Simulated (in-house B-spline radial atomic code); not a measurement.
**The lanthanum ion La⁶⁺: [Ar] (3d3/2)4 (3d5/2)5 4s2 4p6 4d10 5s2 5p4 (with a hole in an inner shell)**

All numbers are computed (Dirac-Hartree-Fock, average of the jj configuration; Fermi nucleus of rms radius 4.855 fm) with a B-spline radial code for spherical atoms, not measured.

Screening seen three ways: the hydrogenic charge with the same mean radius, Z_r = [3n² - l(l+1)]/(2<r>), the one with the same energy, Z_e = n√(-2ε), and Slater's rules. Values are occupation-weighted means over j. An effective charge above Z reflects the relativistic contraction of the inner shells.

| shell | electrons | ε (eV) | <r> (bohr) | Z_r | Z_e | Slater |
| --- | --- | --- | --- | --- | --- | --- |
| 1s | 2 | -39283 | 0.02506 | 59.85 | 53.73 | 56.70 |
| 2s | 2 | -6468.4 | 0.1068 | 56.18 | 43.61 | 52.85 |
| 2p | 6 | -5815.3 | 0.09398 | 53.20 | 41.35 | 52.85 |
| 3s | 2 | -1511.5 | 0.282 | 47.87 | 31.62 | 45.75 |
| 3p | 6 | -1296 | 0.2798 | 44.68 | 29.28 | 45.75 |
| 3d | 9 | -988.23 | 0.2576 | 40.76 | 25.57 | 36.20 |
| 4s | 2 | -388.29 | 0.6421 | 37.38 | 21.37 | 30.10 |
| 4p | 6 | -313.9 | 0.6773 | 33.96 | 19.21 | 30.10 |
| 4d | 10 | -201.76 | 0.7372 | 28.49 | 15.40 | 18.85 |
| 5s | 2 | -114.45 | 1.444 | 25.96 | 14.50 | 12.95 |
| 5p | 4 | -92.737 | 1.587 | 22.99 | 13.05 | 12.95 |

The least bound orbital is 5p3/2 at -91.55 eV, and it is also the most diffuse (<r> = 1.604 bohr). The part-filled 3d shell lies below the filled 5s shell in orbital energy.

For the 1s electron the small component carries 4.44 % of the norm, the zero-frequency Breit interaction raises the level by 103.7 eV, self-energy by 60.23 eV, and vacuum polarisation lowers it by 8.836 eV.
